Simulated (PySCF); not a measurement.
**Dipole response of Ru⁻ (ruthenium, charge -1)**

[Kr] 4d7 5s2, high-spin 4F determinant. All numbers are calculated (PySCF 2.14, a scalar-relativistic core potential, in def2-TZVPPD with the def2 core potential (28 electrons) (6s4p3d2f1g, 56 functions)). Coupled (time-dependent) response in atomic units; α is the mean over directions.

```csv
method,mean α (bohr³),C₆ (like pair),S(−4)
wB97M-V,177.3,2422,21470
```

S(−4) is the Cauchy moment in α(ω) = α(0) + S(−4) ω² + …

Spin-orbit coupling is absent.

α(iu) at wB97M-V:

| u (hartree) | α(iu) (bohr³) |
| --- | --- |
| 0 | 177.3 |
| 0.0500 | 138.2 |
| 0.100 | 87.57 |
| 0.200 | 39.95 |
| 0.300 | 23.40 |
| 0.500 | 12.15 |
| 0.750 | 7.613 |
| 1.00 | 5.589 |
| 1.50 | 3.570 |
| 2.00 | 2.495 |
| 3.00 | 1.386 |
| 5.00 | 0.5851 |

A single London oscillator, α(iu) = α/(1 + u²/ω²), gives C₆ = (3/4) ω α². Matching the computed C₆ needs ω = 4 × 2422 / (3 × 177.3²) = 0.103 hartree.

For an ion, C₆ is the dispersion term alone; charge-induced terms of lower order in 1/R come first.

Energies and moments cover only the electrons outside the core potential.
